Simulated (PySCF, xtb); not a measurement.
AlClFI, SMILES [Cl][Al]([F])[I].

GFN2-xTB in xtb at its own geometry gives an orbital gap of 4.16 eV and a dipole moment of 3.53 D.

Geometry: B3LYP-D3(BJ)/def2-SVP. The def2 effective core potentials stand for the cores of I; spin–orbit coupling is left out.

### Question
What does r2SCAN/def2-TZVPD run with PySCF give? (The exact figures need the calculation; the answer reports its results.)

### Answer
gap 5.34 eV (levels -7.47 and -2.13 eV), dipole 1.01 D.
